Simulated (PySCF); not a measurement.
C₂H₄NO, SMILES C[N]C=O, multiplicity 2. Atoms are numbered in the order given.

```xyz
8

C     -1.4431    -0.2912     0.0727
N     -0.2722    -0.3879    -0.7424
C      0.9345    -0.0495    -0.1804
O      1.0617     0.7697     0.7173
H     -2.1949     0.3400    -0.4335
H     -1.9002    -1.2992     0.1293
H     -1.2492     0.0833     1.0920
H      1.8076    -0.5218    -0.6832
```
Charge 0, spin multiplicity 2.

Geometry optimised at B3LYP-D3(BJ)/def2-SVP. The isomer is the one that the SMILES or the coordinates give; other isomers of the formula were not compared. The values are those of a single conformer.

Two levels are set side by side: PBE/pcH-1 (PySCF) and B3LYP/pcH-1 (PySCF). Contact hyperfine couplings, same geometry. Differences are taken from unrounded values.

| quantity | B3LYP |
|---|---|
| A(iso) of 13C, atom C1 (MHz) | -28.0 |
| A(iso) of 14N, atom N2 (MHz) | 33.0 |
| A(iso) of 13C, atom C3 (MHz) | -32.7 |
| A(iso) of 17O, atom O4 (MHz) | -16.2 |
| A(iso) of 1H, atom H5 (MHz) | 91.3 |
| A(iso) of 1H, atom H6 (MHz) | 150.6 |
| A(iso) of 1H, atom H7 (MHz) | 12.9 |
| A(iso) of 1H, atom H8 (MHz) | 7.7 |

What does PBE give, and how far is it from B3LYP? (The exact figures need the calculation; the answer reports its results.)


```csv
quantity,PBE,PBE minus B3LYP
"A(iso) of 13C, atom C1 (MHz)",-21.9,6.2
"A(iso) of 14N, atom N2 (MHz)",27.5,-5.5
"A(iso) of 13C, atom C3 (MHz)",-23.6,9.2
"A(iso) of 17O, atom O4 (MHz)",-7.8,8.4
"A(iso) of 1H, atom H5 (MHz)",78.4,-12.9
"A(iso) of 1H, atom H6 (MHz)",151.6,1.0
"A(iso) of 1H, atom H7 (MHz)",19.5,6.6
"A(iso) of 1H, atom H8 (MHz)",-0.4,-8.1
```

Rough cost on one machine, each run with all the roots and properties that it gave: B3LYP against PBE within a factor of 2.
